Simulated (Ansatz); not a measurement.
One geometry of InCl2Br (InBrCl₂), several levels of theory.

```yaml
crystal:
  periodic: [false, false, false]
  atoms:
    - {symbol: In, position_ang: [0.009713, 0.016368, -0.000045]}
    - {symbol: Cl, position_ang: [2.337625, 0.018980, 0.011985]}
    - {symbol: Cl, position_ang: [-1.104762, 2.060126, -0.018033]}
    - {symbol: Br, position_ang: [-1.242576, -2.095474, 0.006093]}
basis:
  gaussian: {orbitals: def2-TZVP, initial_orbitals: start.molden}
hamiltonian: {xc: {name: BLYP}, dispersion: d4}
scf: {omitted_lower_state_checks: [starts]}
output: {orbitals: {seedname: orbitals}}
```

The file start.molden holds the orbitals of an earlier run on this structure, at another level or in another basis.

```sh
$ ansatz run in.yaml --threads 4 --pin off --events-out ev --progress --plain --max-ram 3916MiB
```

Shortened log:

```
Functional definition: BLYP
1276 factors; their error is unknown
mean field evaluation 1: about -100269.7717 eV, gradient 1.8e1 eV
mean field evaluation 2: about -100270.0289 eV, gradient 3.4e-1 eV
mean field evaluation 4: about -100270.0019 eV, gradient 8.0e-2 eV
mean field -100270.00190690 eV, -3684.8546046300 hartree, gradient 1.4e-5 eV, S^2 0.000000; 0 other end points of the search recorded, 0 dependent functions left out
reference -100270.00226775 eV, -3684.8546178911 hartree; 45, 45 occupied and 127, 127 virtual orbitals, 1276 factors
Total energy: -100270.28548224 eV, -3684.8650258318 hartree
Checks for a lower state left out: starts
```

Run time 13 s (4 threads of Intel Xeon on a shared host).

The first input with `gaussian: {orbitals: def2-SVP, initial_orbitals: start.molden}`, `hamiltonian: {xc: pbe, dispersion: d4}` (abridged; 6.5 s):

```
Functional definition: PBE
mean field -100232.45396487 eV, -3683.4747432115 hartree, gradient 2.1e-5 eV, S^2 0.000000
Total energy: -100232.59580681 eV, -3683.4799558066 hartree
Checks for a lower state left out: starts
```

The first input with `hamiltonian: {xc: pbe0, dispersion: d4}` (abridged; 18 s):

```
Functional definition: PBE0
mean field -100254.38736778 eV, -3684.2807809014 hartree, gradient 1.6e-5 eV, S^2 0.000000
Total energy: -100254.51247492 eV, -3684.2853785040 hartree
Checks for a lower state left out: starts
```

The first input with `correlation: {method: mp2}` and without the key `hamiltonian` (abridged; 24 s):

```
Functional definition: HF
mean field -100160.47375825 eV, -3680.8295194081 hartree, gradient 4.9e-6 eV, S^2 0.000000
23 core orbitals not correlated: weight in the atoms' cores, before any rotation towards them, 1.000 or more for the frozen orbitals, at most 0.000 for the correlated occupied ones
second order -24.64289887 eV of doubles, -0.00000000 eV of singles
Total energy: -100185.11665712 eV, -3681.7351292380 hartree
Checks for a lower state left out: starts
```

First input, but with `hamiltonian: {xc: {name: B97M-V}}` (abridged; 25 s):

```
Functional definition: B97M-V
mean field -100251.70708503 eV, -3684.1822823271 hartree, gradient 4.6e-5 eV, S^2 0.000000
Total energy: -100251.70715624 eV, -3684.1822849441 hartree
Checks for a lower state left out: starts
```

The first input with `hamiltonian: {xc: {name: B3LYP}, dispersion: d4}` (abridged; 16 s):

```
Functional definition: B3LYP
mean field -100273.97784327 eV, -3685.0007175969 hartree, gradient 1.9e-5 eV, S^2 0.000000
Total energy: -100274.21160970 eV, -3685.0093083548 hartree
Checks for a lower state left out: starts
```

The first input with `hamiltonian: {xc: r2scan, dispersion: d4}` (abridged; 19 s):

```
Functional definition: r2SCAN
mean field -100270.63133638 eV, -3684.8777357369 hartree, gradient 8.2e-6 eV, S^2 0.000000
Total energy: -100270.66340120 eV, -3684.8789140975 hartree
Checks for a lower state left out: starts
```

Geometry: r2SCAN-D4/def2-SVP.

In the def2 sets In takes a core potential; there is no spin–orbit coupling. B3LYP takes the VWN-RPA correlation. Correlated methods freeze 23 core orbitals; core or outer-core shells of In, Br are correlated, in sets that lack core-valence functions.
